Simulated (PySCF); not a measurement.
**As: excitation energy**

As [Ar] 3d10 4s2 4p3 (4S) → As [Ar] 3d10 4s2 4p2 5s1 (4P), as a difference of total energies. Calculation: PySCF 2.14, in aug-cc-pVQZ-PP with ECP10MDF; a scalar-relativistic core potential. Correlated levels: valence: 3s2 3p6 3d10 frozen. The calculations carry no spin-orbit coupling.

| method | excitation energy (eV) | error (eV) |
| --- | --- | --- |
| UHF | 6.268 | -0.192 |
| LDA | 6.276 | -0.184 |
| PBE | 6.229 | -0.231 |
| PBE0 | 6.375 | -0.085 |
| r2SCAN | 6.638 | +0.178 |
| wB97X | 6.451 | -0.009 |
| B97-3 | 6.363 | -0.097 |
| MN15 | 6.363 | -0.097 |
| wB97M-V | 6.301 | -0.159 |
| MP2 (valence) | 6.534 | +0.074 |
| SCS-MP2 (valence) | 6.468 | +0.008 |

Reference: 6.460 eV (measured; NIST levels, between the centres of gravity of the two terms).

Errors of the correlated levels include the incompleteness of this basis and the frozen core.
